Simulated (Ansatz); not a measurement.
Br3Ga (SMILES [Br][Ga]([Br])[Br]), singlet, geometry from GFN2-xTB (such geometries of metal compounds can be far from the true shape); PBE0/cc-pVDZ (Ansatz, a first-principles code).

Here is a job for Ansatz.
Ansatz 0.2 input:
```yaml
crystal:
  periodic: [false, false, false]
  atoms:
    - {symbol: Ga, position_ang: [0.00000000, -0.00000000, 0.00000000]}
    - {symbol: Br, position_ang: [2.17032508, -0.33225835, -0.66424648]}
    - {symbol: Br, position_ang: [-0.77422939, -0.98270758, 1.92270243]}
    - {symbol: Br, position_ang: [-1.39609569, 1.31496593, -1.25845594]}
basis:
  gaussian:
    orbitals: cc-pVDZ
hamiltonian:
  xc: pbe0
```

Output, abridged:

```
Functional definition: PBE0
1268 factors; integrals over basis functions are off by at most 4.4e-4 eV
mean field evaluation 1: about -262486.6100 eV, gradient 1.7e1 eV
mean field evaluation 2: about -262486.0408 eV, gradient 2.2e1 eV
mean field evaluation 4: about -262487.4700 eV, gradient 3.9e-1 eV
mean field evaluation 8: about -262487.4678 eV, gradient 1.1e-2 eV
mean field -262487.46781651 eV, -9646.2365218609 hartree, gradient 2.9e-5 eV, S^2 0.000000; 0 other end points of the search recorded, 0 dependent functions left out
reference -262487.46784108 eV, -9646.2365227637 hartree; 68, 68 occupied and 40, 40 virtual orbitals, 1268 factors
Total energy: -262487.46784108 eV, -9646.2365227637 hartree
```
